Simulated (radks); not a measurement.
The oxygen anion O2-, [Ne], held by a Watson sphere: a shell of charge +2 at radius R that stands for the Madelung well of a crystal (potential energy -2/R inside, -2/r outside, in hartree with lengths in bohr). Calculated with a radial shooting solver on a logarithmic mesh with Libxc functionals: scalar-relativistic Kohn-Sham, LDA (Slater exchange, Perdew-Wang correlation), spin-polarised, spherical densities, finite nucleus; Fermi nuclear charge, rms radius of each element as measured or else 0.836 A^(1/3) + 0.57 fm. Response by self-consistent Sternheimer equations with the Hartree and adiabatic LDA kernel, the relativistic mass of each level held fixed and spin-orbit coupling left out. The sphere does not respond.

| R (bohr) | e(1s) (eV) | e(2s) (eV) | e(2p) (eV) | <r> 2p (bohr) | sum of <r^2> (bohr^2) | X-ray form factor at sin(theta)/lambda = 0.3 1/angstrom | alpha (bohr^3) |
|---|---|---|---|---|---|---|---|
| 2.19 | -504.57 | -21.114 | -7.223 | 1.535 | 23.06 | 4.106 | 17.67 |
| 2.4 | -504.43 | -20.342 | -6.563 | 1.581 | 24.53 | 4.075 | 21.66 |
| 2.66 | -504.18 | -19.527 | -5.835 | 1.635 | 26.36 | 4.054 | 27.74 |
| 3.64 | -503.20 | -17.469 | -3.838 | 1.818 | 33.63 | 4.041 | 67.10 |
| 3.85 | -503.01 | -17.175 | -3.531 | 1.854 | 35.33 | 4.042 | 80.46 |
| 3.96 | -502.92 | -17.036 | -3.383 | 1.873 | 36.24 | 4.042 | 88.40 |
